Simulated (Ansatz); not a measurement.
Basis-set extrapolation for CH6OS2Si, SMILES `OCS[SiH2]S` (PBE0-D4/def2-TZVP geometry, frozen core, Ansatz). Multiplicity 1, RHF reference.

```
                       def2-TZVPP    def2-QZVPP
                 HF  -1200.347728  -1200.384588
    MP2 correlation     -0.894123     -0.967054
CCSD(T) correlation     -0.992821       not run
```

Energies in hartree. Use E(X) = E(∞) + A·exp(−7.88·√X) for Hartree–Fock and E(X) = E(∞) + B·X^(−2.97) for correlation, with X = 3 and 4, and add CCSD(T) minus MP2 of the smaller set to the MP2 limit.

Q: What is the CCSD(T) energy at the basis-set limit?

A: HF limit: -1200.384588 + (-0.036860) × 0.13774 = -1200.38967. MP2 limit: -0.967054 + (-0.072931) × 0.74074 = -1.02108. Higher-order term: -0.992821 − (-0.894123) = -0.09870. Total: -1201.50945 hartree, 4.60 eV below CCSD(T)/def2-TZVPP.
